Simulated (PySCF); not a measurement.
fluoro(silyloxy)silane (FH5OSi2), SMILES F[SiH2]O[SiH3]. Geometry: B3LYP-D3(BJ)/def2-SVP. Other conformers were not sampled.

Problem. Give the equilibrium geometry at B3LYP-D3(BJ)/def2-SVP (PySCF confirms it by a frequency run) as a Z-matrix. (Estimate from the structure and the level; the computed values follow.)

Solution. This is not unique; one that fits is 
```
O
Si 1 1.6411
F 2 1.6237 1 109.20
Si 1 1.6661 2 149.04 3 59.61
H 2 1.4798 3 108.08 1 -118.12
H 2 1.4840 5 113.13 3 118.44
H 4 1.4868 1 108.15 2 157.61
H 4 1.4886 7 109.79 1 -119.89
H 4 1.4917 7 109.62 8 -120.22
```
Charge 0, spin multiplicity 1.
